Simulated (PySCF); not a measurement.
C2H8O2Si, SMILES C[Si@H](O)CO.

The structure is a stationary point at B3LYP-D3(BJ)/def2-SVP. The structure was generated by enumeration; whether it is a known compound was not checked. One conformer was computed; it need not be the lowest.

Two levels are set side by side: PBE/def2-TZVP (PySCF) and HF/def2-TZVP (PySCF). Same geometry, gas phase. Differences are taken from unrounded values.

| quantity | HF |
|---|---|
| orbital gap (eV) | 14.15 |
| highest occupied level (eV) | -10.95 |
| lowest empty level (eV) | 3.20 |
| dipole moment (D) | 2.93 |
| mean polarisability (bohr³) | 53.1 |

Question: What does PBE give, and how far is it from HF? (The exact figures need the calculation; the answer reports its results.)

Answer: 
```
quantity                       PBE  PBE minus HF
---------------------------  -----  ------------
orbital gap (eV)              5.20         -8.95
highest occupied level (eV)  -5.73          5.22
lowest empty level (eV)      -0.53         -3.73
dipole moment (D)             2.51         -0.41
mean polarisability (bohr³)   60.5           7.4
```

Without exact exchange PBE keeps part of each electron's self-repulsion, which lifts occupied levels and narrows the gap. Loosely held outer electrons make PBE densities more polarisable. Differences between two approximate levels are no errors against the true value.

Rough cost on one machine, each run with all the roots and properties that it gave: HF against PBE about 1/4.
